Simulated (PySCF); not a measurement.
**Cl²⁺ (chlorine, charge +2) across methods**

[Ne] 3s2 3p3, high-spin 4S determinant. Computed with PySCF 2.14 in aug-cc-pCVTZ-DK (8s7p5d3f, 75 functions), with the spin-free X2C one-electron Hamiltonian (Gaussian nucleus).

```json
{"method": "UHF", "E (hartree)": "-459.63361", "mean ε 3s α (eV)": "-57.727", "mean ε 3s β (eV)": "-46.776", "mean ε 3p α (eV)": "-39.690", "Σ⟨r²⟩ (bohr²)": "15.42", "⟨S²⟩": "3.751"}
{"method": "PW91", "E (hartree)": "-460.2120", "mean ε 3s α (eV)": "-46.468", "mean ε 3s β (eV)": "-42.410", "mean ε 3p α (eV)": "-33.159", "Σ⟨r²⟩ (bohr²)": "15.33", "⟨S²⟩": "3.750"}
{"method": "PBE", "E (hartree)": "-460.0400", "mean ε 3s α (eV)": "-46.413", "mean ε 3s β (eV)": "-42.320", "mean ε 3p α (eV)": "-33.094", "Σ⟨r²⟩ (bohr²)": "15.33", "⟨S²⟩": "3.750"}
{"method": "PBE0", "E (hartree)": "-460.0752", "mean ε 3s α (eV)": "-49.462", "mean ε 3s β (eV)": "-43.863", "mean ε 3p α (eV)": "-34.951", "Σ⟨r²⟩ (bohr²)": "15.32", "⟨S²⟩": "3.750"}
{"method": "BLYP", "E (hartree)": "-460.2388", "mean ε 3s α (eV)": "-46.060", "mean ε 3s β (eV)": "-42.461", "mean ε 3p α (eV)": "-32.760", "Σ⟨r²⟩ (bohr²)": "15.35", "⟨S²⟩": "3.750"}
{"method": "r2SCAN", "E (hartree)": "-460.1917", "mean ε 3s α (eV)": "-47.791", "mean ε 3s β (eV)": "-42.301", "mean ε 3p α (eV)": "-33.758", "Σ⟨r²⟩ (bohr²)": "15.31", "⟨S²⟩": "3.750"}
{"method": "B3LYP", "E (hartree)": "-460.2375", "mean ε 3s α (eV)": "-48.668", "mean ε 3s β (eV)": "-43.859", "mean ε 3p α (eV)": "-34.418", "Σ⟨r²⟩ (bohr²)": "15.33", "⟨S²⟩": "3.750"}
{"method": "LDA", "E (hartree)": "-458.7024", "mean ε 3s α (eV)": "-46.212", "mean ε 3s β (eV)": "-42.572", "mean ε 3p α (eV)": "-33.027", "Σ⟨r²⟩ (bohr²)": "15.36", "⟨S²⟩": "3.750"}
{"method": "wB97M-V", "E (hartree)": "-460.1929", "mean ε 3s α (eV)": "-51.583", "mean ε 3s β (eV)": "-46.766", "mean ε 3p α (eV)": "-36.983", "Σ⟨r²⟩ (bohr²)": "15.42", "⟨S²⟩": "3.750"}
```
